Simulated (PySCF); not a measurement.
**Worked example: dipole moment from atomic charges**

C₂H₂O, SMILES C1=CO1. Atoms are numbered in the order given.

```xyz
5

C      0.0000    -0.6299    -0.4571
C      0.0000     0.6299    -0.4571
O      0.0000     0.0000     0.8827
H      0.0000    -1.6489    -0.7880
H      0.0000     1.6489    -0.7880
```
Charge 0, spin multiplicity 1.

Geometry optimised at PBE0-D3(BJ)/def2-TZVP.

Charges (e) from PBE/def2-TZVPD run with PySCF:

```csv
atom,ESP fit,IAO
C1,-0.162,0.024
C2,-0.162,0.024
O3,-0.218,-0.457
H4,0.271,0.204
H5,0.271,0.204
```

The dipole moment of the full density is 2.19 D.

Problem. What dipole moment does each set of point charges give, and which comes closer to that of the density?

Solution. 
μ = Σ q r, and 1 e Å = 4.8032 D.
ESP fit: Σ q r = (0.000, 0.000, -0.471) e Å, |μ| = 2.26 D.
IAO: Σ q r = (0.000, 0.000, -0.747) e Å, |μ| = 3.59 D.
ESP fit comes closer in size. Point charges leave out the atoms' own dipoles (lone pairs, polarised bonds); fits to the potential absorb them, partitions of the density don't.
